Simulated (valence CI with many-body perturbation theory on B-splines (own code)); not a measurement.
**La⁵⁺: E2 decay**

Calculated by configuration interaction combined with many-body perturbation theory (CI+MBPT): six valence electrons over a frozen Dirac-Fock core [Kr] 4d10, a basis of 9 s, 9 p, 8 d, 6 f, 3 g, 1 h functions for each j, with the one-electron correlation potential Σ1, the two-electron term Σ2, the three-electron term Σ3, Breit, model QED; selected CI, second order for the rest, scaled by the run's own slope (own B-spline code, finite nucleus).

Against measured spectra of neutral and singly charged lanthanides and actinides this method errs by a few hundred cm⁻¹ within a configuration and by up to about 5,000 between configurations. No measured spectrum was set against this ion. As an estimate, levels hold to about 250 cm⁻¹ or 0.2 % of their energy and the worst to 1 %, as in measured heavy ions of charge 2 to 7; those with d or f electrons hold less well. Among the levels kept, up to 880 cm⁻¹ of a level comes from second order outside the variational space, and about a tenth of that is noise between levels of different J, which matters for small intervals.

Lines 51 to 94 of 94 in falling wavelength, among levels below 161940 cm⁻¹, chosen from the decays that carry over 1 % of a level's rate. Wavelengths and rates use the calculated energies, so an error of 300 cm⁻¹ moves a line at 927.2 Å by 0.28 % and its rate by three times that or more. Electric multipoles are in the length gauge, E1 and E2 with the static RPA response of the core. Weak lines are less certain than strong ones. Lines between different terms over intervals too small for the method are left out, as are lines whose strength nearly cancels. The highest levels of a list are the least certain.

Names give the largest LS component (configuration and term), which can be under half, so a name can repeat, a term be missing and a line seem to break the LS rules; names also repeat where a configuration has a term twice. Letters in brackets count levels of one name in rising energy.

| λ vac (Å) | Upper | Lower | Type | A (s⁻¹) | Branch % |
| --- | --- | --- | --- | --- | --- |
| 927.2 | 4f.5s2.5p3 3F_2 [a] | 5s2.5p4 1D_2 | E2 | 7.35e+01 | 4.9 |
| 893.0 | 4f.5s2.5p3 5F_2 | 5s2.5p4 3P_0 | E2 | 6.74e+01 | 14.3 |
| 880.4 | 4f.5s2.5p3 3G_4 | 5s2.5p4 1D_2 | E2 | 5.22e+01 | 3.7 |
| 872.3 | 4f.5s2.5p3 3F_2 [b] | 5s2.5p4 1D_2 | E2 | 1.07e+02 | 3.5 |
| 858.1 | 4f.5s2.5p3 3F_2 [a] | 5s2.5p4 3P_1 | E2 | 1.37e+02 | 9.1 |
| 855.2 | 4f.5s2.5p3 3F_4 [b] | 5s2.5p4 1D_2 | E2 | 1.48e+01 | 13.3 |
| 841.9 | 4f.5s2.5p3 1P_1 | 5s2.5p4 1D_2 | E2 | 4.59e+02 | 17.7 |
| 811.5 | 4f.5s2.5p3 5F_3 | 5s2.5p4 3P_2 | E2 | 7.07e+01 | 78.7 |
| 806.5 | 4f.5s2.5p3 5F_4 | 5s2.5p4 3P_2 | E2 | 5.27e+01 | 97.1 |
| 806.5 | 4f.5s2.5p3 3F_2 [a] | 5s2.5p4 3P_0 | E2 | 1.08e+03 | 72.6 |
| 802.1 | 4f.5s2.5p3 3F_4 [c] | 5s2.5p4 1D_2 | E2 | 1.74e+02 | 2.9 |
| 801.1 | 4f.5s2.5p3 5F_2 | 5s2.5p4 3P_2 | E2 | 4.00e+02 | 84.8 |
| 798.5 | 4f.5s2.5p3 5F_1 | 5s2.5p4 3P_2 | E2 | 1.84e+02 | 82.4 |
| 788.1 | 4f.5s2.5p3 3D_3 | 5s2.5p4 3P_1 | E2 | 1.35e+03 | 34.2 |
| 788.0 | 4f.5s2.5p3 3D_1 | 5s2.5p4 1D_2 | E2 | 1.72e+02 | 2.3 |
| 782.6 | 4f.5s2.5p3 3F_3 [b] | 5s2.5p4 1D_2 | E2 | 8.32e+01 | 1.3 |
| 779.0 | 4f.5s2.5p3 3F_3 [a] | 5s2.5p4 3P_2 | E2 | 1.03e+03 | 97.1 |
| 770.8 | 4f.5s2.5p3 3P_1 | 5s2.5p4 1D_2 | E2 | 1.43e+03 | 3.0 |
| 768.8 | 4f.5s2.5p3 1D_2 | 5s2.5p4 1D_2 | E2 | 2.81e+03 | 16.2 |
| 765.1 | 4f.5s2.5p3 3P_0 | 5s2.5p4 1D_2 | E2 | 1.00e+03 | 7.4 |
| 765.1 | 4f.5s2.5p3 1F_3 | 5s2.5p4 1D_2 | E2 | 1.68e+03 | 21.6 |
| 764.7 | 4f.5s2.5p3 3F_2 [b] | 5s2.5p4 3P_0 | E2 | 1.30e+03 | 42.3 |
| 737.6 | 4f.5s2.5p3 3D_1 | 5s2.5p4 3P_1 | E2 | 2.25e+03 | 29.4 |
| 732.8 | 4f.5s2.5p3 3F_3 [b] | 5s2.5p4 3P_1 | E2 | 2.79e+03 | 44.8 |
| 732.3 | 4f.5s2.5p3 3F_4 [a] | 5s2.5p4 3P_2 | E2 | 2.44e+03 | 99.5 |
| 732.0 | 4f.5s2.5p3 3P_2 | 5s2.5p4 3P_1 | E2 | 3.60e+03 | 31.9 |
| 730.7 | 4f.5s2.5p3 3F_2 [a] | 5s2.5p4 3P_2 | E2 | 1.81e+02 | 12.1 |
| 722.5 | 4f.5s2.5p3 3P_1 | 5s2.5p4 3P_1 | E2 | 1.23e+03 | 2.5 |
| 720.7 | 4f.5s2.5p3 1D_2 | 5s2.5p4 3P_1 | E2 | 1.85e+02 | 1.1 |
| 717.5 | 4f.5s2.5p3 1F_3 | 5s2.5p4 3P_1 | E2 | 2.83e+02 | 3.6 |
| 707.8 | 4f.5s2.5p3 3G_3 | 5s2.5p4 3P_2 | E2 | 1.08e+03 | 92.1 |
| 701.4 | 4f.5s2.5p3 3G_4 | 5s2.5p4 3P_2 | E2 | 1.28e+03 | 91.4 |
| 696.2 | 4f.5s2.5p3 3F_2 [b] | 5s2.5p4 3P_2 | E2 | 1.55e+03 | 50.5 |
| 694.0 | 4f.5s2.5p3 3P_2 | 5s2.5p4 3P_0 | E2 | 6.74e+02 | 6.0 |
| 685.3 | 4f.5s2.5p3 3F_4 [b] | 5s2.5p4 3P_2 | E2 | 4.00e+01 | 35.9 |
| 679.3 | 4f.5s2.5p3 3D_3 | 5s2.5p4 3P_2 | E2 | 2.46e+03 | 62.5 |
| 676.7 | 4f.5s2.5p3 1P_1 | 5s2.5p4 3P_2 | E2 | 2.04e+03 | 78.5 |
| 653.7 | 4f.5s2.5p3 3F_2 [c] | 5s2.5p4 3P_2 | E2 | 6.30e+03 | 34.2 |
| 650.8 | 4f.5s2.5p3 3F_4 [c] | 5s2.5p4 3P_2 | E2 | 5.72e+03 | 95.8 |
| 641.5 | 4f.5s2.5p3 3D_1 | 5s2.5p4 3P_2 | E2 | 2.40e+03 | 31.4 |
| 637.9 | 4f.5s2.5p3 3F_3 [b] | 5s2.5p4 3P_2 | E2 | 3.12e+03 | 50.1 |
| 630.0 | 4f.5s2.5p3 3P_1 | 5s2.5p4 3P_2 | E2 | 4.83e+03 | 10.0 |
| 626.2 | 4f.5s2.5p3 3P_0 | 5s2.5p4 3P_2 | E2 | 1.07e+04 | 78.4 |
| 626.2 | 4f.5s2.5p3 1F_3 | 5s2.5p4 3P_2 | E2 | 4.94e+02 | 6.3 |
